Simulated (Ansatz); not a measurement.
Relaxation of CH$_{6}$BNS (10 atoms, charge 0, multiplicity 1), to a largest force component of 0.03 eV/Å in at most 50 steps.

Computed with Ansatz, RKS r2SCAN-D4/def2-SVP.

```xyz
10
Properties=species:S:1:pos:R:3
B -0.218 0.059 -0.171
N 1.105 -0.016 -0.814
S -1.606 0.244 -1.334
H -0.670 0.286 -2.312
C -0.410 -0.088 1.381
H 1.951 -0.146 -0.273
H 1.272 0.089 -1.807
H -0.855 -1.073 1.605
H -1.106 0.664 1.784
H 0.537 -0.019 1.940
```

Task: Where does it end, and by what steps?

Result: The forces met the threshold. The force dipped under the threshold on the way, but the program's further checks kept it going. After 9 steps the energy has fallen by 0.224 eV; H4 moved furthest, 0.35 Å.

```json
{"step": "0", "energy less start (eV)": "0.0000", "largest force component (eV/Å)": "2.068", "accepted": "yes"}
{"step": "1", "energy less start (eV)": "-0.1754", "largest force component (eV/Å)": "1.174", "accepted": "yes"}
{"step": "2", "energy less start (eV)": "-0.2139", "largest force component (eV/Å)": "0.329", "accepted": "yes"}
{"step": "3", "energy less start (eV)": "-0.2088", "largest force component (eV/Å)": "0.374", "accepted": "no"}
{"step": "4", "energy less start (eV)": "-0.2228", "largest force component (eV/Å)": "0.075", "accepted": "yes"}
{"step": "5", "energy less start (eV)": "-0.2233", "largest force component (eV/Å)": "0.034", "accepted": "yes"}
{"step": "6", "energy less start (eV)": "-0.2235", "largest force component (eV/Å)": "0.008", "accepted": "yes"}
{"step": "7", "energy less start (eV)": "-0.2236", "largest force component (eV/Å)": "0.031", "accepted": "yes"}
{"step": "8", "energy less start (eV)": "-0.2237", "largest force component (eV/Å)": "0.024", "accepted": "yes"}
{"step": "9", "energy less start (eV)": "-0.2239", "largest force component (eV/Å)": "0.015", "accepted": "yes"}
```

```xyz
10
Properties=species:S:1:pos:R:3
B -0.133 0.031 -0.205
N 1.164 0.017 -0.742
S -1.614 0.204 -1.277
H -0.981 0.273 -2.470
C -0.390 -0.107 1.346
H 1.983 -0.077 -0.151
H 1.384 0.096 -1.727
H -0.961 -1.025 1.566
H -0.996 0.731 1.728
H 0.543 -0.144 1.932
```

Time of the run: 8.7 s on 2 threads of AMD EPYC 9R45 96-Core Processor (Zen 5), on a shared host, peak memory 0.18 GiB.
